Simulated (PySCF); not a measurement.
Geometries of 3 isomers of CH10Si3, from PySCF, PBE0-D3(BJ)/def2-SVP geometry optimisation, gas phase. One conformer each, no zero-point energy, no frequencies.

**Question.** Which isomer lies lowest at this level?
A.
```xyz
14
angstrom
C      0.090    1.825   -0.865
Si    -0.081    0.386    0.351
Si    -1.902   -0.979   -0.219
Si     1.858   -0.937    0.352
H     -0.821    2.442   -0.874
H      0.940    2.468   -0.591
H      0.259    1.446   -1.884
H     -0.298    0.903    1.742
H     -3.182   -0.203   -0.217
H     -1.699   -1.544   -1.591
H     -2.030   -2.116    0.745
H      1.719   -2.069    1.321
H      3.065   -0.133    0.724
H      2.079   -1.510   -1.014
```
B.
```xyz
14
angstrom
Si     0.038    1.701   -0.752
C      0.039    0.147    0.316
Si     1.531   -0.951   -0.042
Si    -1.585   -0.803    0.193
H      1.313    2.462   -0.574
H     -0.092    1.327   -2.194
H     -1.106    2.591   -0.387
H      0.134    0.483    1.367
H      2.802   -0.211    0.229
H      1.520   -1.369   -1.477
H      1.500   -2.180    0.810
H     -1.607   -1.933    1.171
H     -2.746    0.097    0.474
H     -1.743   -1.363   -1.184
```
C.
```xyz
14
angstrom
Si    -1.864    0.276    0.677
C     -1.182   -0.121   -1.031
Si     0.525   -0.931   -1.039
Si     2.087    0.343    0.168
H     -3.250    0.830    0.590
H     -1.893   -0.954    1.528
H     -0.990    1.289    1.348
H     -1.125    0.816   -1.612
H     -1.888   -0.784   -1.559
H      0.443   -2.293   -0.422
H      1.015   -1.094   -2.445
H      3.471   -0.167   -0.081
H      1.813    0.273    1.637
H      2.024    1.777   -0.257
```

**Answer.** A. That is `C[SiH]([SiH3])[SiH3]`, 3.0 kcal/mol below the next.

```csv
SMILES,atoms numbered as above,E (Eh),relative (kcal/mol),relative (kJ/mol),dipole (D)
C[SiH]([SiH3])[SiH3],[CH3:1][SiH:2]([SiH3:3])[SiH3:4],-911.87847,0.0,0.0,1.00
[SiH3]C[SiH2][SiH3],[SiH3:1][CH2:2][SiH2:3][SiH3:4],-911.87364,3.0,12.7,0.97
[SiH3]C([SiH3])[SiH3],[SiH3:1][CH:2]([SiH3:3])[SiH3:4],-911.87358,3.1,12.8,0.70
```

As drawn, the lowest has an Si–Si bond, which the highest lacks.
